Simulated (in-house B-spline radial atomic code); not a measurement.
K⁴⁺. Computed with a B-spline radial atomic code. Model: all-electron spherical atom, spin shells full or empty, radial basis limit, no spin-orbit coupling, Breit or QED, empty-state partial waves extrapolated as (l+1/2)^-4, RPA, G0W0 and static COHSEX of the highest shell as one setting changes (uncorrelated shells keep exact exchange).

Given: element K; charge 4; filled core Ne; hamiltonian one-electron scalar X2C; mean-field start Hartree-Fock; highest l of empty states 9; nuclear rms radius 3.4349 fm; highest mean-field shell 3p up.

Shell: 3s 1 1, 3p 3 0 (electrons up and down).

| natural log step of frequency grid | RPA correlation energy (hartree) | G0W0 level (eV) | G0W0 minus most complete (meV) | RPA minus most complete (millihartree) | linearised minus solved G0W0 (meV) |
| --- | --- | --- | --- | --- | --- |
| 0.25 | -0.83268 | -82.426 | 0 | 0 | 0 |
| 0.4 | ? | ? | ? | ? | ? |
| 0.6 | -0.83268 | -82.426 | 0 | 0 | 0 |
| 0.9 | -0.8327 | -82.427 | -0.2 | 0 | 0 |
| 1.3 | -0.83272 | -82.428 | -2 | 0 | 0 |
| 1.8 | ? | ? | ? | ? | ? |
| 2.5 | -0.78728 | -82.317 | 109.6 | 45.4 | 0 |
| 3.5 | -0.75886 | -82.327 | 99.7 | 73.8 | 0 |

Task: What follows for natural log step of frequency grid = 1.8?

Result: RPA correlation energy -0.83336 hartree; G0W0 level -82.406 eV; G0W0 minus most complete 20.5 meV; RPA minus most complete -0.7 millihartree; linearised minus solved G0W0 0 meV.

Task: What follows for natural log step of frequency grid = 0.4?

Result: RPA correlation energy -0.83268 hartree; G0W0 level -82.426 eV; G0W0 minus most complete 0.1 meV; RPA minus most complete 0 millihartree; linearised minus solved G0W0 0 meV.
